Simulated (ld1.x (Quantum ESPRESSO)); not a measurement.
**Transferability test, TM semilocal potential for Re**

- Element: rhenium (Re)
- Generator: ld1.x (Quantum ESPRESSO) 7.5
- Type: norm-conserving Troullier–Martins (semilocal form)
- Functional: PBE
- Relativity: scalar-relativistic
- Frozen core: [Kr] 4d10 4f14 5s2
- Valence charge: 13
- Reference configuration: 5p6 5d5 6s1.5 6p0 (charge +0.5)
- Partial waves: 6s (bound): rc 2.60 bohr; 5p (bound): rc 1.35 bohr; 5d (bound): rc 1.70 bohr
- Local potential: the d channel
- Core correction: none

Energies are relative to the spin-unpolarised reference configuration 5p6 5d5 6s1.5 6p0; without spin polarisation the order of configurations can differ from experiment.

```json
{"valence configuration": "5p6 5d5 6s2 6p0", "charge": "0", "ΔE all-electron (eV)": "-3.781", "error AE − PS (meV)": "+0.4"}
{"valence configuration": "5p6 5d5 6s1 6p0", "charge": "+1", "ΔE all-electron (eV)": "5.467", "error AE − PS (meV)": "-3.1"}
{"valence configuration": "5p6 5d5 6s0 6p2", "charge": "0", "ΔE all-electron (eV)": "6.094", "error AE − PS (meV)": "+52"}
{"valence configuration": "5p6 5d5 6s1 6p1", "charge": "0", "ΔE all-electron (eV)": "1.004", "error AE − PS (meV)": "+27"}
{"valence configuration": "5p6 5d5 6s0 6p1", "charge": "+1", "ΔE all-electron (eV)": "11.274", "error AE − PS (meV)": "+29"}
```

Problem. What are ΔE and the potential's error for 5p6 5d5 6s0 6p0?

Solution. ΔE = 21.789 eV all-electron; the error (AE − PS) is -18 meV.

Problem. What are ΔE and the potential's error for 5p6 5d6 6s0 6p0?

Solution. ΔE = 5.616 eV all-electron; the error (AE − PS) is -49 meV.

ld1.x printed “convergence not achieved” for 2 of the counted tests; their residual had stalled under 1e-8, short of the target of 1e-14.
